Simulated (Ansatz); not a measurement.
C$_{2}$H$_{9}$BSSi, SMILES `B[Si](C)(C)S`, relaxed with RKS PBE0-D4/def2-TZVP in Ansatz 0.2.0 from a PBE-D4/def2-SVP geometry. The force threshold is 0.005 eV/Å; the program also tests the step.

The species carries charge 0 and has multiplicity 1.

Start:

```xyz
14

B     0.336    1.895    0.581
Si    0.188   -0.023    0.206
C     1.535   -1.065   -0.608
C    -1.334   -1.069    0.607
S    -0.441    1.604   -1.328
H     1.429    2.407    0.412
H    -0.488    2.445    1.289
H     2.009   -1.717    0.157
H     1.127   -1.718   -1.406
H     2.327   -0.420   -1.037
H    -1.649   -1.702   -0.247
H    -2.183   -0.433    0.924
H    -1.090   -1.745    1.455
H    -1.765    1.540   -1.004
```

```tsv
step	energy (eV)	largest force (eV/Å)	largest move (Å)
1	-21602.0002	0.521	0.000
2	-21602.0560	0.229	0.034
3	-21602.0636	0.071	0.026
4	-21602.0644	0.028	0.031
5	-21602.0645	0.039	0.012
6	-21602.0648	0.012	0.005
7	-21602.0648	0.008	0.002
8	-21602.0649	0.005	0.004
```

End:

```xyz
14

B     0.344    1.869    0.585
Si    0.166   -0.024    0.178
C     1.521   -1.046   -0.597
C    -1.329   -1.063    0.600
S    -0.445    1.567   -1.317
H     1.419    2.365    0.395
H    -0.462    2.435    1.263
H     1.982   -1.681    0.166
H     1.142   -1.693   -1.391
H     2.301   -0.401   -1.007
H    -1.664   -1.666   -0.247
H    -2.156   -0.438    0.942
H    -1.073   -1.746    1.416
H    -1.746    1.522   -0.986
```

Hardware: 4 threads of an Arm Neoverse V1 on a shared host. Wall time 40 s, peak host memory 0.65 GiB.
